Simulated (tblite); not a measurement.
Species: C₄H₈FO₂S (doublet state).
Z-matrix (Å and degrees, GFN2-xTB geometry), rows numbered from 1:
```
C 
S   1  1.8313
O   2  1.4401  1  107.90
O   2  1.4393  1  108.03  3  -128.08
C   2  1.9552  1  105.33  3   115.48
C   5  1.4195  2  109.58  1   108.59
C   6  1.4821  5  120.47  2   -68.02
F   7  1.3782  6  111.65  5   -23.42
H   1  1.0824  2  106.75  3    71.53
H   1  1.0812  2  107.70  3   -47.69
H   1  1.0816  2  108.10  3  -169.03
H   5  1.0829  2  103.01  1  -127.94
H   5  1.0862  2   99.52  1   -12.26
H   6  1.0759  5  120.61  2    90.27
H   7  1.0973  6  112.36  5  -143.42
H   7  1.1027  6  110.63  5    94.45
```

Level: GFN2-xTB in tblite, geometry and Hessian alike; calculated harmonic values, unscaled, isolated species. Errors from tens to a few hundred cm⁻¹ against measured bands are possible. One conformer, not necessarily the lowest. Open shells enter through the occupations alone, without spin polarisation, and single modes of such species can be off by tens of per cent.

Harmonic wavenumbers (cm⁻¹): 42.3, 80.5, 105.1, 151.7, 163.8, 203.8, 256.1, 279.9, 293.0, 391.9, 414.0, 496.3, 559.3, 578.2, 675.5, 815.7, 846.2, 871.8, 925.4, 939.3, 1012.0, 1055.0, 1101.2, 1113.7, 1177.4, 1209.6, 1240.0, 1243.8, 1300.6, 1339.2, 1403.0, 1415.3, 1424.6, 1438.8, 2835.3, 2911.8, 3008.4, 3064.1, 3068.6, 3089.5, 3100.5, 3125.9.

A = 2912, B = 1233, C = 1109 MHz; mass 139.023 u (most abundant isotopes); point group C1, symmetry number 1; spin multiplicity 2.

Zero-point energy?

Half the sum of the wavenumbers: 25384 cm⁻¹ = 303.66 kJ/mol.

Give the ideal-gas entropy at 500 K and 1 bar in the rigid-rotor, harmonic-oscillator model (classical rotation).

Translation 181.15, rotation 126.86, vibration 202.61, spin (R ln 2) 5.76: S = 516.4 J/(mol K).

And Cp and H(500 K) − H(0)?

Cp = 217.74 J/(mol K), of which vibrations give 184.48 (their classical limit is 42 R = 349.2); H(500 K) − H(0) = 67.29 kJ/mol without the zero-point energy, 50.66 from vibrations.

How do the functions run with temperature in this model?

| T (K) | S (J/(mol K)) | Cp (J/(mol K)) | H − H(0) (kJ/mol) | G − H(0) (kJ/mol) | ln q(vib) |
| --- | --- | --- | --- | --- | --- |
| 150 | 333.8 | 101.9 | 10.12 | -39.95 | 3.11 |
| 250 | 394.4 | 138.4 | 22.15 | -76.46 | 5.82 |
| 298.15 | 420.3 | 155.7 | 29.23 | -96.08 | 7.09 |
| 400 | 470.9 | 189.8 | 46.86 | -141.51 | 9.70 |
| 600 | 558.1 | 240.3 | 90.23 | -244.66 | 14.58 |
| 900 | 665.2 | 286.8 | 169.90 | -428.77 | 21.21 |

q(vib) and H(0) count from the zero-point level.

Which modes carry the vibrational entropy at 500 K?

42.3 cm⁻¹: 25.83; 80.5 cm⁻¹: 20.49; 105.1 cm⁻¹: 18.29; 151.7 cm⁻¹: 15.27; 163.8 cm⁻¹: 14.64; 203.8 cm⁻¹: 12.87 J/(mol K); the other 36 give 95.21 together.

Blend soft modes into free rotors: weight 1/[1 + (100 cm⁻¹/ν̃)⁴] for the oscillator and the rest for a rotor with moment μB/(μ + B), μ = h/(8π²ν), B = 10⁻⁴⁴ kg m². What vibrational entropy results?

187.95 J/(mol K) in place of 202.61, which changes −T·S at 500 K by +7.33 kJ/mol.

Hindered rotation and anharmonicity are outside this model. Other conformers, if any are populated, would add a mixing term that is left out. The structure is chiral; the term R ln 2 for an equal mix with its mirror image is left out.

Hardware: one thread of an Arm Neoverse N1, no GPU, shared host. Cost: 0.78 s. The figure is for the frequency step alone.
